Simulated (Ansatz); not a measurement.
The cluster Ba₅Se₅⁺, relaxed as a doublet with UKS PBE-D4/def2-SVP in Ansatz, starting from the GFN1-xTB geometry. Force threshold 0.03 eV/Å.

In the def2 sets Ba takes a core potential; there is no spin–orbit coupling. Another isomer (doublet) lies 0.15 eV lower at PBE0-D4/def2-SVP; other spin states weren't run for this one.

Start:

```xyz
10

Ba    1.4143    2.1611   -1.8562
Ba    1.9291    1.2718    2.1647
Ba    0.0998   -1.7392   -1.2175
Ba   -1.3757   -2.5698    2.6126
Ba   -2.4975    1.2404   -0.8543
Se   -2.5553   -1.5223    0.1905
Se    2.6365   -0.2190   -0.3493
Se    1.2179   -1.5447    1.7075
Se   -0.2241    2.4815    0.6297
Se   -0.6451    0.4400   -3.0277
```

Task: Estimate the energy that the relaxation releases and the steps that it takes.

Result: 71.3 kJ/mol, in 7 steps; 93 s on 6 threads of Intel Xeon on a shared host. No frequencies were taken in this run, so the end may be a saddle point.

Task: Does the start keep its bonding and symmetry?

Result: By distances, no bond broke or formed. The bond that changes most is Ba3–Se8, from 3.14 to 3.35 Å (atoms count from 1).

Task: Predict the relaxed structure.

Result: 
```xyz
10

Ba    1.455    2.287   -1.976
Ba    1.903    1.204    2.194
Ba    0.242   -1.885   -1.314
Ba   -1.538   -2.395    2.728
Ba   -2.633    1.272   -0.770
Se   -2.605   -1.713    0.115
Se    2.819   -0.154   -0.426
Se    1.289   -1.808    1.863
Se   -0.209    2.680    0.608
Se   -0.723    0.512   -3.022
```
Bond lengths (bridged metal pairs left out): 15 × Ba–Se 2.90 to 3.35 Å.
